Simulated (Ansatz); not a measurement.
Geometry optimisation of CH$_{4}$Cl$_{2}$SSn, SMILES `C[S][SnH]([Cl])[Cl]`.

```yaml
crystal:
  periodic: [false, false, false]
  atoms:
    - {symbol: C, position_ang: [0.918355, -1.118929, -0.773078]}
    - {symbol: S, position_ang: [0.834713, -0.838665, 1.044194]}
    - {symbol: Sn, position_ang: [-0.755836, 0.972374, 1.021040]}
    - {symbol: Cl, position_ang: [-2.704556, 0.223612, -0.103973]}
    - {symbol: Cl, position_ang: [0.106100, 2.682055, -0.378508]}
    - {symbol: H, position_ang: [1.285035, -0.216524, -1.298076]}
    - {symbol: H, position_ang: [1.641452, -1.944034, -0.917642]}
    - {symbol: H, position_ang: [-0.067114, -1.422935, -1.174287]}
    - {symbol: H, position_ang: [-1.169748, 1.616845, 2.563231]}
basis:
  gaussian: {orbitals: def2-TZVP}
hamiltonian: {xc: pbe0, dispersion: d4}
relax: {f_tol: 0.005, max_steps: 150}
```

```sh
$ ansatz run in.yaml --threads 4 --pin off --events-out ev --progress --plain
```

Shortened log:

```
Functional definition: PBE0
mean field -42805.92977297 eV, -1573.0889042552 hartree, gradient 2.9e-5 eV, S^2 0.000000; 0 other end points of the search recorded, 0 dependent functions left out
relax step   1: F+E_penalty+E_count = -42806.19386117 eV  Δ(F+E_penalty+E_count) = +0.000e0 eV  max|allowed force component| = 5.632e-1 eV/Å  Δτ_max = 0.0000 Å  (27 SCF iters, accepted)
mean field -42805.98557750 eV, -1573.0909550339 hartree, gradient 1.3e-5 eV, S^2 0.000000; 0 other end points of the search recorded, 0 dependent functions left out
relax step   2: F+E_penalty+E_count = -42806.25640724 eV  Δ(F+E_penalty+E_count) = -6.255e-2 eV  max|allowed force component| = 2.926e-1 eV/Å  Δτ_max = 0.0756 Å  (29 SCF iters, accepted)
mean field -42806.00035605 eV, -1573.0914981356 hartree, gradient 1.2e-5 eV, S^2 0.000000; 0 other end points of the search recorded, 0 dependent functions left out
relax step   3: F+E_penalty+E_count = -42806.26973520 eV  Δ(F+E_penalty+E_count) = -1.333e-2 eV  max|allowed force component| = 1.298e-1 eV/Å  Δτ_max = 0.0299 Å  (31 SCF iters, accepted)
mean field -42806.00233688 eV, -1573.0915709298 hartree, gradient 1.2e-5 eV, S^2 0.000000; 0 other end points of the search recorded, 0 dependent functions left out
relax step   4: F+E_penalty+E_count = -42806.27071456 eV  Δ(F+E_penalty+E_count) = -9.794e-4 eV  max|allowed force component| = 7.370e-2 eV/Å  Δτ_max = 0.0222 Å  (31 SCF iters, accepted)
mean field -42806.00250981 eV, -1573.0915772849 hartree, gradient 1.1e-5 eV, S^2 0.000000; 0 other end points of the search recorded, 0 dependent functions left out
relax step   5: F+E_penalty+E_count = -42806.27109555 eV  Δ(F+E_penalty+E_count) = -3.810e-4 eV  max|allowed force component| = 2.443e-2 eV/Å  Δτ_max = 0.0067 Å  (32 SCF iters, accepted)
mean field -42806.00309640 eV, -1573.0915988417 hartree, gradient 1.1e-5 eV, S^2 0.000000; 0 other end points of the search recorded, 0 dependent functions left out
relax step   6: F+E_penalty+E_count = -42806.27104374 eV  Δ(F+E_penalty+E_count) = +5.180e-5 eV  max|allowed force component| = 2.298e-2 eV/Å  Δτ_max = 0.0170 Å  (30 SCF iters, rejected (line search))
mean field -42806.00284302 eV, -1573.0915895302 hartree, gradient 1.1e-5 eV, S^2 0.000000; 0 other end points of the search recorded, 0 dependent functions left out
relax step   7: F+E_penalty+E_count = -42806.27115452 eV  Δ(F+E_penalty+E_count) = -5.898e-5 eV  max|allowed force component| = 6.445e-3 eV/Å  Δτ_max = 0.0083 Å  (31 SCF iters, accepted)
mean field -42806.00288151 eV, -1573.0915909446 hartree, gradient 1.1e-5 eV, S^2 0.000000; 0 other end points of the search recorded, 0 dependent functions left out
relax step   8: F+E_penalty+E_count = -42806.27115739 eV  Δ(F+E_penalty+E_count) = -2.869e-6 eV  max|allowed force component| = 1.534e-3 eV/Å  Δτ_max = 0.0015 Å  (33 SCF iters, accepted)
mean field -42806.00288151 eV, -1573.0915909446 hartree, gradient 1.8e-5 eV, S^2 0.000000; 1 other end points of the search recorded, 0 dependent functions left out
Total energy: -42806.27119188 eV, -1573.1014511688 hartree
Atom 0 at     0.913347    -1.112771    -0.769320 Å, force     0.001140    -0.001534     0.000851 eV/Å
Atom 1 at     0.812149    -0.810680     1.021538 Å, force     0.000914     0.000127     0.000289 eV/Å
Atom 2 at    -0.747323     0.962085     1.005700 Å, force     0.000391    -0.001082     0.000073 eV/Å
Atom 3 at    -2.667236     0.251040    -0.090211 Å, force     0.000032     0.000720    -0.000350 eV/Å
Atom 4 at     0.070939     2.655432    -0.356556 Å, force    -0.000619     0.000157     0.000221 eV/Å
Atom 5 at     1.285437    -0.234005    -1.294015 Å, force    -0.000378    -0.000191    -0.000028 eV/Å
Atom 6 at     1.623702    -1.929981    -0.892108 Å, force    -0.000590     0.000269    -0.001343 eV/Å
Atom 7 at    -0.052780    -1.415750    -1.170300 Å, force     0.000035     0.000372    -0.000057 eV/Å
Atom 8 at    -1.149834     1.588430     2.528173 Å, force    -0.000926     0.001162     0.000343 eV/Å
Dipole moment:     0.202189    -0.212115     0.143309 e Å
```

Run time 51 s (4 threads of a server CPU on a shared host); peak host memory 0.82 GiB.
